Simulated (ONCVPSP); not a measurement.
# Before and after: ONCV potential for F (Z = 9)

```
Element                 : fluorine (F)
Generator               : ONCVPSP 4.0.1
Type                    : optimised norm-conserving Vanderbilt (ONCV)
Functional              : PBE
Relativity              : fully relativistic
Frozen core             : [He]
Valence charge          : 7
Reference configuration : 2s2 2p5
Partial waves           : 2s: rc 0.75 bohr, ncon 4, nbas 8, qcut 8.5 1/bohr, 2 projectors, debl 2 Ha; 2p: rc 1.50 bohr, ncon 4, nbas 7, qcut 7.1 1/bohr, 2 projectors, debl 3.9 Ha; d scattering state at 0.02 Ha: rc 1.55 bohr, ncon 4, nbas 7, qcut 5.5 1/bohr, 2 projectors, debl 0.5 Ha
Local potential         : polynomial inside 0.60 bohr (lpopt 5, dvloc0 3 Ha)
Core correction         : Teter function, fcfact 4.5, rcfact 1.35
```

Open shells are filled in proportion to 2j + 1.

Change: p: rc 1.62.

Cutoffs: the cutoffs (Ha) at which the residual kinetic energy of the hardest occupied pseudo-wave falls to 1 and 0.1 mHa per electron; they do not see the model core or the augmentation charge, which bear on the density cutoff. Errors are all-electron minus pseudo energies relative to the spin-unpolarised reference configuration.

Question: Predict the effect on cutoff, ghosts and configuration errors.

Answer: The potential gets neither clearly harder nor softer (145 Ha and 296 Ha → 145 Ha and 296 Ha); of the 4 tests that both files solve, the error grows in 4 and shrinks in 0 by more than 15 % and 0.3 meV (median size 293.9 → 377.0 meV); neither file shows a bound ghost. More of the atom is replaced by a form fitted at one configuration, so other configurations suffer.

| quantity | base | changed |
| --- | --- | --- |
| cutoff, loose | 145 Ha | 145 Ha |
| cutoff, tight | 296 Ha | 296 Ha |
| loose cutoff by channel | s 145 Ha, p 25 Ha | s 145 Ha, p 23 Ha |
| bound ghosts | none | none |
| GHOST(+) flags under 300 eV | d5/2 at 11.8 eV, d3/2 at 11.9 eV | d5/2 at 11.8 eV, d3/2 at 11.9 eV |
| error for 2s2 2p4, meV [ΔE 19.39 eV] | +71 | +93 |
| error for 2s2 2p3, meV [ΔE 57.77 eV] | +517 | +661 |
| error for 2s2 2p2, meV [ΔE 118.41 eV] | +1864 | +2324 |
| error for 2s2 2p4.5, meV [ΔE 7.54 eV] | +12 | +16 |
| s: phases at 0.76 bohr within 0.05 rad from the reference energy up to (Ha; the scan ends near 5) | to the end of the scan | to the end of the scan |
| d5/2: phases at 1.58 bohr within 0.05 rad from the reference energy up to (Ha; the scan ends near 5) | to the end of the scan | to the end of the scan |
| d3/2: phases at 1.58 bohr within 0.05 rad from the reference energy up to (Ha; the scan ends near 5) | to the end of the scan | to the end of the scan |
| rms error of d²Exc/dni dnj with the model core, mHa | 10.65 | 10.48 |
